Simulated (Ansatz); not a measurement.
CH7NO3Si (`CO[Si](N)(O)O`) at its PBE0-D4/def2-TZVP geometry, where that method's forces vanish. The species carries charge 0 and has multiplicity 1.

```xyz
13

C    -0.5666    0.4157   -1.8173
O     0.4138    0.6176   -0.8243
Si    0.2883    0.0588    0.7083
N     0.0174   -1.6143    0.6916
O    -0.9880    0.6445    1.5484
O     1.6726    0.5857    1.4129
H    -0.1231    0.6396   -2.7893
H    -1.4225    1.0801   -1.6616
H    -0.9254   -0.6185   -1.8208
H     0.6569   -2.2484    0.2444
H    -0.4779   -2.0489    1.4513
H    -0.8264    1.4546    2.0331
H     2.2810    1.0335    0.8233
```

(1) What forces (eV/Å) does r2SCAN-D4/def2-TZVPP give on these atoms in Ansatz? (An estimate is asked.)

Results:

(1) Ansatz gave: 
```
C1  -0.210 -0.046 -0.219
O2   0.234  0.064  0.140
Si3  0.005 -0.003  0.000
N4  -0.030  0.024 -0.010
O5  -0.057 -0.011  0.029
O6   0.044  0.011  0.037
H7  -0.011 -0.002  0.013
H8   0.001 -0.001  0.000
H9   0.000  0.004 -0.005
H10  0.003 -0.033  0.007
H11  0.007 -0.038  0.010
H12 -0.004  0.021  0.007
H13  0.020  0.010 -0.008
```
